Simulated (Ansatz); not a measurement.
Isolated molecules relaxed with PBE0-D4/def2-TZVP in Ansatz; ΔE leaves out vibrations. CBS: MP2 limit from def2 TZ/QZ plus the TZ coupled-cluster correction, frozen cores. This one scheme is used for every species. Functionals use def2-TZVPP. One conformer a species, not always the lowest.

`CSS[SiH2][SiH3]` + `[OH][Al]([OH])[O][SiH3]` → `[OH][Al]([O][SiH3])[O][SiH3]` + `CSS[SiH3]`  (cleavage of the Si–Si bond)

| level | ΔE (kJ/mol) |
| --- | --- |
| ωB97M-V | -105.8 |
| B2PLYP | -110.3 |
| r2SCAN | -98.1 |
| PBE0 | -88.5 |
| HF/def2-TZVPP | -138.5 |
| SCS-MP2/def2-TZVPP | -116.9 |
| CCSD/def2-TZVPP | -109.8 |
| MP2/CBS(def2) | -108.0 |

What does CCSD(T)/CBS give? (Estimate.)

Ansatz gave: -102.8 kJ/mol. The listed levels differ from it by -3.0, -7.5, 4.7, 14.3, -35.7, -14.1, -7.0, -5.2 kJ/mol.

Largest T1 diagnostic among the species: 0.013.

In def2-TZVPP, CCSD(T) changes the Hartree–Fock value by +33.8 kJ/mol (the triples alone add +5.0 kJ/mol) and MP2 by +28.6 kJ/mol. The D4 term adds +5.5 kJ/mol with B3LYP and +3.1 kJ/mol with PBE0; it sums over pairs of atoms, weighted by their polarisabilities, and B3LYP, whose exchange is more repulsive, gets the larger term.

B3LYP here is the variant with VWN-RPA as its local correlation; programs differ in this.
